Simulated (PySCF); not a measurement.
**Structure from NMR data**

The spectra below were simulated for a compound C$_{7}$H$_{16}$O.

¹H NMR (400 MHz, computed): δ 3.67 (sept, 1H), 1.18 (s, 9H), 1.13 (d, 6H).

¹³C{¹H} NMR (computed): δ 74.8 (C), 67.3 (CH), 29.8 (CH3), 27.2 (CH3).

In vacuum, non-relativistic, a single conformation, equivalent nuclei averaged. Coordinates at the GFN2-xTB level; shieldings: GIAO PBE0/pcSseg-1; PySCF 2.14.

Shifts are taken against calculated references (same method and geometry level): ¹H (31.72 ppm) and ¹³C (186.93 ppm) vs TMS.

**Question.** What is the structure?

**Answer.** 
The formula gives 0 degrees of unsaturation. 4 carbon signals for 7 carbons: some carbons are equivalent by symmetry or fast rotation. Carbon types of the structure: 1 × C, 1 × CH, 5 × CH3, which accounts for all hydrogens. δC 74.8: fully substituted sp3 carbon bonded to O; the inductive effect lowers its shielding. δC 67.3: sp3 CH bonded to O; the inductive effect lowers its shielding. δC 29.8, 27.2: methyl carbon; saturated and bonded to C and H only. δH 3.67: hydrogen on an sp3 CH bonded to O; its carbon carries O, which withdraws density. δH 1.18, 1.13: hydrogen on a methyl carbon.

These data were computed for `CC(OC(C)C)(C)C`.

The shifts were computed for this structure.

Shifts are as computed. Against solution values, carbons near 30 ppm lie about +3 ppm off and those near 130 ppm about +5 ppm. Of 1211 compounds with measured shifts, 218 miss one by over three times the rms of a fit or turn the order of signals round; such compounds aren't used in these exercises. Multiplicities follow the n + 1 count of equivalent neighbours, as no J values were calculated; m marks all less simple cases, F and P coupling included.
